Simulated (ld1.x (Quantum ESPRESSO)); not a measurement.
**germanium (Ge): excitation energies, all-electron against TM**

germanium, norm-conserving Troullier–Martins (Kleinman–Bylander form), made with ld1.x (Quantum ESPRESSO) 7.5 (PBE, scalar-relativistic). Core [Ar] 3d10, reference 4s2 4p2. Waves: 4p (bound): rc 1.80 bohr; 4d channel at 0.3 Ry: rc 1.50 bohr; 4s (bound): rc 1.90 bohr. Local part: the s channel. Core correction: none.

Energies are relative to the spin-unpolarised reference configuration 4s2 4p2; without spin polarisation the order of configurations can differ from experiment.

```csv
valence configuration,charge,ΔE all-electron (eV),error AE − PS (meV)
4s2 4p1,+1,7.444,-2.7
4s1 4p0,+3,57.674,+83
4s0 4p4,0,16.195,+42
4s2 4p1.5,+0.5,2.802,-0.7
4s2 4p2.3,-0.3,-0.884,0.0
```

Question: What are ΔE and the potential's error for 4s1 4p3?

Answer: ΔE = 7.972 eV all-electron; the error (AE − PS) is +9.0 meV.

Question: What are ΔE and the potential's error for 4s2 4p0?

Answer: ΔE = 22.883 eV all-electron; the error (AE − PS) is -2.5 meV.

Levels in the configuration 4s2 4p2.3:

```tsv
level	all-electron (eV)	pseudo (eV)
4s	-9.655	-9.653
4p	-2.028	-2.028
```

Note: ghost state, extra bound levels that the all-electron valence spectrum of the same l lacks: d at -27.9 eV. A true bound ghost makes a file unfit for plane-wave use.
